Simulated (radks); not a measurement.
Results of a calculation; reference values are marked as such.
These are the eigenvalues of the occupied orbitals of an atom or ion with whole-number occupations (hartree). Level of theory: scalar-relativistic Kohn-Sham, Slater X-alpha with alpha = 0.667, spin-unpolarised, spherical densities, finite nucleus; Fermi nuclear charge, rms radius of each element as measured or else 0.836 A^(1/3) + 0.57 fm (a radial shooting solver on a logarithmic mesh with Libxc functionals).

orbital  eigenvalue
1s        -403.2540
2s        -51.50297
2p        -45.20568
3s         -7.34771
3p         -5.42360
3d         -2.26358
4s         -1.45413

Which element is it, and in what charge state? The configuration may be excited.

Answer. Z = 32, germanium, charge +3: Ge3+ in [Ar] 3d10 4s1. The list shows which subshells hold electrons but not how many an open one holds; the 1s level, -403.25 hartree, gives Z - s = 28.4 by -(Z - s)^2/2, which with screening and relativity narrows Z to a few neighbours, and the depths of the outer levels then fix element, charge and occupations together.
